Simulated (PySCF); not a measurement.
## How methods differ on the ionisation energy of Cr⁺

Cr⁺ [Ar] 3d5 (6S) → Cr²⁺ [Ar] 3d4 (5D), as a difference of total energies. Calculation: PySCF 2.14, in x2c-TZVPPall (6s5p4d2f1g, 64 functions); the spin-free X2C one-electron Hamiltonian (Gaussian nucleus). Correlated levels: valence and next inner shell: [Ne] frozen. The calculations carry no spin-orbit coupling.

Problem. Order these methods by the ionisation energy they give, lowest first.
A. UHF
B. MP2 (valence and next inner shell)
C. CCSD(T) (valence and next inner shell)
D. CCSD (valence and next inner shell)

Solution. A (15.001 eV), D (16.285 eV), C (16.346 eV), B (16.661 eV).

A first-order spin-orbit estimate (lowest level to lowest level, LS coupling) adds -0.046 eV.

Errors of the correlated levels include the incompleteness of this basis and the frozen core.

For comparison: 16.486 eV (measured; NIST Atomic Spectra Database, ionization energies).
